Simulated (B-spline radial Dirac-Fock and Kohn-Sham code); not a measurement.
## Binding energies of Ho in different valence configurations

Model: ΔSCF Dirac-Fock with Breit, self-energy and vacuum polarisation, finite nucleus, configuration average. Program: a radial finite-basis atomic code. No correlation.

Reference: the tabulated ground configuration [Xe] 4f11 6s2, with 1s 55616.6 eV, 3s 2136.4 eV, 3p1/2 1926.7 eV, 3p3/2 1747.1 eV, 4d3/2 177.1 eV, 5p1/2 33.46 eV, Kα1 47544.3 eV, Kβ1 53869.5 eV, Lα1 6718.5 eV, Lβ2 7902.4 eV.

Task: One of these configurations gives the following shifts from the reference, in eV: average energy +5.36, 1s -2.93, 3s -3.08, 3p1/2 -3.05, 3p3/2 -3.05, 4d3/2 -3.08, 5p1/2 -2.62, Kα1 +0.16, Kβ1 +0.12, Lα1 -0.06, Lβ2 0.00. Which?
A. [Xe] 4f10 5d1 6s2
B. [Xe] 4f11 6s1 6p1
C. [Xe] 4f13
D. [Xe] 4f10 6s2 6p1
E. [Xe] 4f11 5d2
F. [Xe] 4f11 5d1 6s1
G. [Xe] 4f12 6s1
H. [Xe] 4f9 5d2 6s2

Result: E. The others give [Xe] 4f10 5d1 6s2: 1s +7.88; [Xe] 4f10 6s2 6p1: 1s +11.71; [Xe] 4f11 5d1 6s1: 1s -1.84; [Xe] 4f13: 1s -14.28; [Xe] 4f11 6s1 6p1: 1s +1.31; [Xe] 4f12 6s1: 1s -8.98; [Xe] 4f9 5d2 6s2: 1s +16.30.

Values without a named source are computed, but for edge energies of neutral atoms, which are taken from tables.
